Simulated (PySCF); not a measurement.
C₆H₈O₂S (charge -1 and doublet state).
Geometry (GFN2-xTB, Å), atoms numbered from 1 in this order:
```
atom  x, y, z in Å
C1    -3.362   -0.206   -0.714
C2    -2.001   -0.409   -0.041
O3    -1.871   -1.275    0.843
C4    -0.975    0.445   -0.509
C5     0.309    0.400   -0.016
O6     1.255    1.221   -0.482
C7     2.521    1.241   -0.056
C8     2.981    0.305    1.019
S9     3.563    2.340   -0.764
H10   -3.280   -0.372   -1.788
H11   -4.084   -0.904   -0.298
H12   -3.714    0.813   -0.550
H13   -1.206    1.162   -1.284
H14    0.552   -0.312    0.760
H15    2.416    0.460    1.944
H16    4.034    0.490    1.213
H17    2.853   -0.738    0.714
```

The hyperfine couplings belong to this conformer and change with its torsions.

Identity: `C[C]([O-])/C=C/OC(C)=S` [radical] (charge -1).

Computed with UKS B3LYP, pcH-1 on C H O S, non-relativistic, mean-field spin-orbit, GIAO in PySCF. Whether the extra electron is bound in the gas phase wasn't checked; a finite basis holds it in any case. The geometry wasn't refined by DFT: couplings that depend on bond lengths, twists or pyramidal angles can differ widely from those at the functional's own minimum, by a factor of two or more for some ions and for spin on atoms past the first row. No stability test was run, so a lower SCF solution isn't excluded.

The Mulliken spin populations are largest on C7 (+0.29), C5 (+0.25), S9 (+0.22) and O3 (+0.12). Three atoms exceed +0.15. The positive populations add up to 1.12 and the negative ones to -0.12, together 2S = 1.

Problem. Find Q in a(H) = Q·ρ(C) for the protons on the planar carbons that carry spin.

Solution. 
```tsv
H	C	ρ(C)	a(H) (G)	a/ρ (G)
H14	C5	+0.254	-7.09	-27.9
```

One proton gives one ratio, Q = -27.9 G, and no test of linearity. In McConnell's picture π spin on carbon polarises the C–H bond and leaves opposite spin at the proton, which makes Q negative, as found here.

Couplings in gauss use g_iso = 2.0058.

Time: 2.2 min wall (grids of density and orbitals included); peak memory 1.2 GiB. Hardware: Arm Neoverse V1, one thread, no GPU, shared host with 64 logical CPUs at a one-minute load of 10.

The SMILES draws the unpaired electron on C2; the largest computed Mulliken spin population is on C7 (0.29 against 0.11).
